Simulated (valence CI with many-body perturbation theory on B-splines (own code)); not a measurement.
Level structure of Sb³⁷⁺

Method: relativistic CI+MBPT: four valence electrons over a frozen Dirac-Fock core [Ne], radial functions for each j: 9 s, 9 p, 8 d, 6 f, 3 g, 1 h, with the one-electron correlation potential Σ1 (screened to all orders), the two-electron term Σ2, the three-electron term Σ3, Breit, model QED; selected single and double excitations, second order for the rest, scaled by the run's own slope (own B-spline code, finite nucleus).

The last digits are not significant, and no measured levels were compared; by estimate large intervals hold to a few tenths of a per cent, small ones and those within an open d or f shell to about a per cent.

Levels 1 to 31 of 31, with energies above the lowest level, (3s^2 3p1/2^2) J=0. "Leading %" is the weight of the configuration and term that name the level; weights of strongly mixed levels are sums over their largest components and can fall short, so below about 35 % the name and the second component can differ from the true leading terms, or belong to a minority configuration. In the jj column 3d3/2^4 stands for four electrons in 3d with j = 3/2. Lifetimes count E1, E2, E3, M1 and M2 decay at the calculated energies, and are blank where another channel may lead or the interval is too uncertain; long ones can be off by a factor of two.

| No. | Configuration | Term | J | E (cm⁻¹) | Leading % | Leading jj | Lifetime | g |
| --- | --- | --- | --- | --- | --- | --- | --- | --- |
| 1 | 3s²3p² | ³P | 0 | 0 | 73 | 3s^2 3p1/2^2 (98 %) |  |  |
| 2 | 3s²3p² | ³P | 1 | 446360 | 99 | 3s^2 3p1/2 3p3/2 (99 %) | 846 ns | 1.496 |
| 3 | 3s²3p² | ¹D | 2 | 494080 | 58 | 3s^2 3p1/2 3p3/2 (98 %) | 223 μs | 1.198 |
| 4 | 3s²3p² | ³P | 2 | 974950 | 58 | 3s^2 3p3/2^2 (97 %) | 441 ns | 1.292 |
| 5 | 3s²3p² | ¹S | 0 | 1080200 | 72 | 3s^2 3p3/2^2 (97 %) | 282 ns |  |
| 6 | 3s3p³ | ⁵S° | 2 | 1196000 | 44 | 3s 3p1/2^2 3p3/2 (90 %) | 148 ps | 1.653 |
| 7 | 3s3p³ | ³D° | 1 | 1345600 | 44 | 3s 3p1/2^2 3p3/2 (80 %) | 14.2 ps | 0.938 |
| 8 | 3s²3p3d | ³F° | 2 | 1543500 | 68 | 3s^2 3p1/2 3d3/2 (94 %) | 2.14 ns | 0.783 |
| 9 | 3s3p³ | ⁵S° | 2 | 1584900 | 37 | 3s 3p1/2 3p3/2^2 (74 %) | 562 ps | 1.490 |
| 10 | 3s3p³ | ³D° | 3 | 1660800 | 61 | 3s 3p1/2 3p3/2^2 (61 %) | 458 ps | 1.275 |
| 11 | 3s²3p3d | ³D° | 1 | 1737300 | 50 | 3s^2 3p1/2 3d3/2 (72 %) | 2.36 ps | 0.966 |
| 12 | 3s3p³ | ³P° | 0 | 1788200 | 89 | 3s 3p1/2 3p3/2^2 (89 %) | 17.3 ps |  |
| 13 | 3s²3p3d | ³P° | 2 | 1791800 | 28 | 3s^2 3p1/2 3d5/2 (55 %) | 9.18 ps | 1.151 |
| 14 | 3s²3p3d | ³F° | 3 | 1796400 | 56 | 3s^2 3p1/2 3d5/2 (57 %) | 15.0 ps | 1.155 |
| 15 | 3s3p³ | ³P° | 1 | 1848700 | 40 | 3s 3p1/2 3p3/2^2 (72 %) | 7.99 ps | 1.212 |
| 16 | 3s3p³ | ¹D° | 2 | 1890400 | 44 | 3s 3p1/2 3p3/2^2 (55 %) | 4.66 ps | 1.193 |
| 17 | 3s3p³ | ³S° | 1 | 1932500 | 39 | 3s 3p1/2 3p3/2^2 (87 %) | 2.94 ps | 1.376 |
| 18 | 3s²3p3d | ³P° | 2 | 2135800 | 31 | 3s^2 3p3/2 3d5/2 (62 %) | 1.57 ns | 1.316 |
| 19 | 3s²3p3d | ³F° | 4 | 2169800 | 98 | 3s^2 3p3/2 3d5/2 (98 %) | 989 ns | 1.245 |
| 20 | 3s²3p3d | ³D° | 2 | 2186400 | 45 | 3s^2 3p3/2 3d3/2 (75 %) | 2.17 ps | 1.068 |
| 21 | 3s²3p3d | ³P° | 1 | 2187200 | 46 | 3s^2 3p3/2 3d3/2 (81 %) | 2.66 ps | 1.155 |
| 22 | 3s²3p3d | ³D° | 3 | 2192200 | 39 | 3s^2 3p3/2 3d3/2 (76 %) | 3.33 ps | 1.168 |
| 23 | 3s²3p3d | ³P° | 0 | 2200700 | 89 | 3s^2 3p3/2 3d3/2 (89 %) | 3.04 ps |  |
| 24 | 3s3p²3d | ⁵F | 1 | 2309600 | 58 | 3s 3p1/2^2 3d3/2 (89 %) | 74.2 ps | 0.334 |
| 25 | 3s3p²3d | ⁵F | 2 | 2335500 | 33 | 3s 3p1/2^2 3d3/2 (81 %) | 80.0 ps | 1.192 |
| 26 | 3s²3p3d | ¹F° | 3 | 2365000 | 58 | 3s^2 3p3/2 3d5/2 (82 %) | 4.40 ps | 1.132 |
| 27 | 3s²3p3d | ¹P° | 1 | 2372500 | 49 | 3s^2 3p3/2 3d5/2 (74 %) | 5.85 ps | 1.218 |
| 28 | 3s3p³ | ³P° | 2 | 2404000 | 30 | 3s 3p3/2^3 (57 %) | 3.35 ps | 1.304 |
| 29 | 3s3p²3d | ⁵D | 3 | 2471700 | 30 | 3s 3p1/2^2 3d5/2 (83 %) | 24.3 ps | 1.378 |
| 30 | 3p⁴ | ³P | 2 | 2508000 | 19 | 3s 3p1/2^2 3d5/2 (53 %) | 21.6 ps | 1.168 |
| 31 | 3s3p³ | ¹P° | 1 | 2524700 | 37 | 3s 3p3/2^3 (68 %) | 2.25 ps | 1.100 |

The ionisation energy to 3s²3p ²P°1/2 of the next ion comes out as 2569.6 eV (NIST: 2567 ± 4 eV (theoretical)). All 31 levels together are meant to be complete up to 2625600 cm⁻¹.
